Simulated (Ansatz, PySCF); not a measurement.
Input for Ansatz (a quantum-chemistry and plane-wave program):
Ansatz 0.2 input:
```yaml
crystal:
  periodic: [false, false, false]
  atoms:
    - {symbol: C, position_ang: [-1.22003785, -0.15018634, 0.22165959]}
    - {symbol: C, position_ang: [0.18174770, 0.29955908, 0.36369331]}
    - {symbol: O, position_ang: [1.07789729, -0.19148884, -0.56006942]}
    - {symbol: H, position_ang: [-1.71996174, -0.14101452, 1.18910887]}
    - {symbol: H, position_ang: [-1.79804751, 0.49294177, -0.45494149]}
    - {symbol: H, position_ang: [-1.23390671, -1.15812005, -0.18589083]}
    - {symbol: H, position_ang: [0.41541138, 1.23769409, 0.84206121]}
    - {symbol: H, position_ang: [1.94306715, 0.20417300, -0.42189986]}
basis:
  gaussian:
    orbitals: def2-SVP
magnetization: {spin_polarized: true, initial_magnetization: 1}
correlation: {method: mp2, electrons: outside_noble_gas}
accuracy: high
```

Task: Give the equivalent PySCF input.

Result: This is not unique; one that fits is 
```python
from pyscf import gto, scf, mp

mol = gto.Mole()
mol.atom = '''
    C    -1.220038   -0.150186    0.221660
    C     0.181748    0.299559    0.363693
    O     1.077897   -0.191489   -0.560069
    H    -1.719962   -0.141015    1.189109
    H    -1.798048    0.492942   -0.454941
    H    -1.233907   -1.158120   -0.185891
    H     0.415411    1.237694    0.842061
    H     1.943067    0.204173   -0.421900
'''
mol.basis = 'def2-svp'
mol.charge = 0
mol.spin = 1
mol.verbose = 3
mol.build()

mf = scf.UHF(mol)
mf.kernel()

pt = mp.MP2(mf, frozen=3)
pt.kernel()
print('E(MP2) = %.10f' % pt.e_tot)
```

Both were run: Ansatz gave -153.790819 Eh and PySCF -153.790820 Eh, 0.000 mEh apart.
